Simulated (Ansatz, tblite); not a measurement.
Removing an electron: [ReOF4]- (ReOF₄⁻). Charge -1, multiplicity 1. Geometry: PBE0-D4/def2-SVPD. Ansatz, gas phase; energy differences of separate SCF runs; the oxidised species was run as a doublet alone.

```xyz
6

Re   -0.1601   -0.0724    0.0490
O    -1.6220   -0.7337    0.4967
F     0.6864   -1.1303   -1.3297
F     1.2756   -0.7840    1.1310
F     0.2106    1.5360    1.0551
F    -0.3905    1.1844   -1.4021
```

In the def2 sets Re takes a core potential; there is no spin–orbit coupling. The xTB rows come from tblite.

```csv
level,−HOMO (eV),vertical IE (eV),−LUMO (eV),HOMO–LUMO gap (eV),remarks
GFN1-xTB,7.23,11.05,5.33,1.90,–
GFN2-xTB,6.20,9.81,4.58,1.62,–
PBE-D4/def2-TZVPD,-1.03,2.47,-2.34,1.31,HOMO above zero (-1 singlet)
r2SCAN-D4/def2-TZVPD,-0.71,2.59,-2.43,1.72,HOMO above zero (-1 singlet)
PBE0-D4/def2-TZVPD,0.84,3.06,-3.19,4.03,–
```

  A HOMO above zero means that the electron is unbound at that level or that self-interaction error raises the level; the energy of removing that electron tells which. Raw xTB energy differences between charge states are shifted by several eV; the methods need an empirical correction for them.
